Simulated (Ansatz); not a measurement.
`CO[SiH](Cl)[GeH3]` + `[CH3][In]([OH])[Br]` → `C[SiH](Cl)[GeH3]` + `C[O][In]([OH])[Br]`  (redistribution)

Gas-phase electronic energies from Ansatz, PBE0-D4/def2-TZVP geometries. CCSD(T)/CBS adds triple-zeta CCSD(T) − MP2 to the extrapolated MP2 energy (def2 sets, frozen cores). Functionals use def2-TZVPP. B3LYP here is the variant with VWN-RPA as its local correlation; programs differ in this. def2 core potentials past Kr. For Br, Ge, In outer-core shells are correlated without core-valence functions, which leaves a few kJ/mol of doubt a bond. Scalar relativity is left out up to krypton. One conformer a species, not always the lowest.

`CO[SiH](Cl)[GeH3]`:

Cartesian coordinates in Å:
```
C -1.771 0.850 -0.658
O -0.933 -0.218 -1.047
Si 0.683 -0.229 -0.794
Cl 1.445 -1.713 -1.983
Ge 1.240 -0.710 1.470
H -1.872 0.902 0.431
H -2.757 0.677 -1.091
H -1.392 1.811 -1.023
H 1.269 1.063 -1.245
H 0.572 0.310 2.412
H 2.761 -0.627 1.675
H 0.757 -2.117 1.853
```

`[CH3][In]([OH])[Br]`:

```xyz
8

C     0.169    1.394    0.562
In   -0.228   -0.536   -0.230
O     1.123   -1.910   -0.669
Br   -2.505   -1.392   -0.739
H     0.873    1.911   -0.090
H     0.611    1.289    1.552
H    -0.761    1.955    0.628
H     0.719   -2.710   -1.015
```

`C[SiH](Cl)[GeH3]`:

Cartesian coordinates in Å:
```
C 0.580 -0.258 1.639
Si 0.081 -0.822 -0.064
Cl 1.734 -1.628 -1.015
Ge -0.737 0.957 -1.414
H 1.342 0.522 1.584
H 0.982 -1.094 2.216
H -0.288 0.143 2.170
H -0.929 -1.910 0.024
H -1.989 1.585 -0.772
H 0.334 2.052 -1.552
H -1.110 0.452 -2.816
```

`C[O][In]([OH])[Br]`:

Cartesian coordinates in Å:
```
C 0.476 1.620 0.005
O 0.687 0.278 0.377
In -0.529 -1.184 -0.127
O -0.129 -2.999 0.505
Br -2.470 -0.698 -1.526
H 1.384 2.012 -0.467
H 0.264 2.227 0.892
H -0.352 1.758 -0.701
H 0.669 -3.014 1.042
```

| level | ΔE (eV) |
| --- | --- |
| ωB97X-V | 0.71 |
| B3LYP | 0.75 |
| MP2/def2-TZVPP | 0.77 |
| SCS-MP2/def2-TZVPP | 0.75 |
| CCSD(T)/def2-TZVPP | 0.74 |
| MP2/def2-QZVPP | 0.75 |
| HF/CBS(def2) | 0.81 |
| CCSD/CBS(def2) | 0.73 |

Problem. What does CCSD(T)/CBS give? (Estimate.)

Solution. Ansatz gave: +0.71 eV. The listed levels differ from it by 0.00, 0.04, 0.06, 0.04, 0.03, 0.04, 0.10, 0.02 eV.

Largest T1 diagnostic among the species: 0.015.

In def2-TZVPP, CCSD(T) changes the Hartree–Fock value by −0.07 eV (the triples alone add −0.03 eV) and MP2 by −0.04 eV. From PBE to PBE0 (25 % exact exchange), in def2-TZVPP and without D4, ΔE moves by +0.06 eV.
